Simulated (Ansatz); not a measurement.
Consider the formal exchange of groups at a C–N bond: `CN(C)c1ccc(N(C)C)cc1` + CH₄ → `Cc1ccc(N(C)C)cc1` + dimethylamine.

Calculated with Ansatz (gas phase, PBE0-D4/def2-TZVP geometries, no zero-point term in ΔE). CBS: MP2 limit from def2 TZ/QZ plus the TZ coupled-cluster correction, frozen cores. This one scheme is used for every species. DFT in def2-TZVPP. HSE06 is defined as in plane-wave codes. One conformer a species, not always the lowest.

CCSD(T)/CBS gives -0.4 kcal/mol.

Task: Another level gave +1.8 kcal/mol. Which?
A. BLYP-D4/def2-TZVPP
B. HSE06/def2-TZVPP
C. PBE0-D4/def2-TZVPP
D. LDA (SPW92)/def2-TZVPP

Result: A. BLYP-D4 1.8, PBE0-D4 0.6, HSE06 -1.0, LDA (SPW92) 4.5 kcal/mol.

Largest T1 diagnostic among the species: 0.011.

From PBE to PBE0 (25 % exact exchange), in def2-TZVPP and without D4, ΔE moves by −0.8 kcal/mol. In def2-TZVPP, CCSD(T) changes the Hartree–Fock value by +5.6 kcal/mol (the triples alone add +1.3 kcal/mol) and MP2 by +6.9 kcal/mol. Leaving LDA and LC-ωPBE aside and taking each functional with its dispersion term where it has one, the values, not all of them listed here, spread over 2.8 kcal/mol, from B2PLYP to revPBE-D4. LDA lies +4.7 kcal/mol from PBE without D4.
